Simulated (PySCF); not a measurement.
Ligands exchanged one at a time, In CH3-H. All species are isolated molecules in the gas phase. Strings in code marks are SMILES.

Level of theory: PySCF with B3LYP-D3(BJ)/def2-TZVP // M06-2X/def2-TZVP. B3LYP has the VWN-RPA correlation part, as in Gaussian. Excitations are Tamm–Dancoff values on a coarser integration grid. The basis has no diffuse functions, so Rydberg states are missing or too high.

```
species                                             S1–T1 gap (TDA) (eV)  brightest of the four lowest singlets (TDA) (eV)  LUMO (eV)
--------------------------------------------------  --------------------  ------------------------------------------------  ---------
0 of 3 CH3 replaced by H (`[CH3][In]([CH3])[CH3]`)                  0.23                                              6.07      -1.18
1 of 3 CH3 replaced by H                                            0.23                                                 …      -1.52
2 of 3 CH3 replaced by H (`[CH3][InH2]`)                               …                                              6.72      -1.86
3 of 3 CH3 replaced by H (`[InH3]`)                                    –                                                 –      -2.21
```

Task: Fill in the missing entries.

Result: 
- 1 of 3 CH3 replaced by H, brightest of the four lowest singlets (TDA) (eV): 6.32
- 2 of 3 CH3 replaced by H (`[CH3][InH2]`), S1–T1 gap (TDA) (eV): 0.27
